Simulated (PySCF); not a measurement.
## How methods differ on the excitation energy of Sc⁺

Sc⁺ [Ar] 3d1 4s1 (3D) → Sc⁺ [Ar] 4s2 (1S), as a difference of total energies. Calculation: PySCF 2.14, in def2-TZVPPD; no relativity, point nucleus. Correlated levels: valence: [Ar] frozen. The calculations carry no spin-orbit coupling.

```json
{"method": "UHF", "excitation energy (eV)": "2.232", "difference from reference (eV)": "+0.790"}
{"method": "MP2 (valence)", "excitation energy (eV)": "1.652", "difference from reference (eV)": "+0.210"}
{"method": "SCS-MP2 (valence)", "excitation energy (eV)": "1.465", "difference from reference (eV)": "+0.023"}
{"method": "CCSD (valence)", "excitation energy (eV)": "1.409", "difference from reference (eV)": "-0.033"}
```

Reference: 1.442 eV (measured; NIST levels, between the centres of gravity of the two terms).

These non-relativistic numbers lack the scalar-relativistic shift.

Errors of the correlated levels include the incompleteness of this basis and the frozen core.

With two correlated electrons CCSD is exact in that space.
